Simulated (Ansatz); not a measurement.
Reactions of `N[SiH](F)[O][SbH2]`.

Calculated with Ansatz (gas phase, PBE0-D4/def2-TZVP geometries, no zero-point term in ΔE). CBS: MP2 limit from def2 TZ/QZ plus the TZ coupled-cluster correction, frozen cores. This one scheme is used for every species, atoms too. DFT in def2-TZVPP. No spin–orbit coupling; open shells (•) take unrestricted orbitals. Spin–orbit coupling would lower the free atoms: a little for F, O, Si. Elements past krypton have def2 core potentials. Bonds to Ge, I, Sb, Te are less sure, by a few kJ/mol each and by 10 to 20 or more in all where they break to atoms, as the def2 sets lack core-valence functions. Scalar relativity is left out up to krypton. One conformer a species, not always the lowest.

```json
{"reaction": "`N[SiH](F)[O][SbH2]` → F• + 5 H• + N• + O• + Sb• + Si•", "ωB97X-V (kcal/mol)": "820.6", "MP2/CBS(def2) (kcal/mol)": "829.3", "r2SCAN-D4 (kcal/mol)": "809.0", "ωB97M-V (kcal/mol)": "814.7"}
{"reaction": "`N[SiH](F)[O][SbH2]` + H₂Te → `[SbH2][TeH]` + `N[SiH](O)F`", "ωB97X-V (kcal/mol)": "-14.9", "MP2/CBS(def2) (kcal/mol)": "-19.4", "r2SCAN-D4 (kcal/mol)": "-16.6", "ωB97M-V (kcal/mol)": "-15.8"}
{"reaction": "`N[SiH](F)[O][SbH2]` → `N[SiH]([O])F`• + `[SbH2]`•", "ωB97X-V (kcal/mol)": "85.5", "MP2/CBS(def2) (kcal/mol)": "100.1", "r2SCAN-D4 (kcal/mol)": "77.5", "ωB97M-V (kcal/mol)": "84.5"}
{"reaction": "`N[SiH](F)[O][SbH2]` + `N[SiH](O)S` → `N[Si@H](F)S[Si@@H](N)O` + `[OH][SbH2]`", "ωB97X-V (kcal/mol)": "12.6", "MP2/CBS(def2) (kcal/mol)": "11.6", "r2SCAN-D4 (kcal/mol)": "10.9", "ωB97M-V (kcal/mol)": "12.6"}
{"reaction": "`N[SiH](F)[O][SbH2]` + HI → `[SbH2][I]` + `N[SiH](O)F`", "ωB97X-V (kcal/mol)": "-17.7", "MP2/CBS(def2) (kcal/mol)": "-21.4", "r2SCAN-D4 (kcal/mol)": "-19.1", "ωB97M-V (kcal/mol)": "-18.4"}
{"reaction": "`N[SiH](F)[O][SbH2]` + `[NH2][GeH2][NH2]` → `[NH2][GeH2][NH][SiH](N)F` + `[OH][SbH2]`", "ωB97X-V (kcal/mol)": "10.1", "MP2/CBS(def2) (kcal/mol)": "10.0", "r2SCAN-D4 (kcal/mol)": "10.3", "ωB97M-V (kcal/mol)": "10.0"}
```

Task: Give the CCSD(T)/CBS values in the same order. (Estimate.)

Result: Ansatz gave: 818.3, -17.1, 90.0, 12.7, -19.4, 10.1 kcal/mol.

Largest T1 diagnostic: 0.025, for `N[SiH]([O])F`•, so its coupled-cluster energy is less sure.
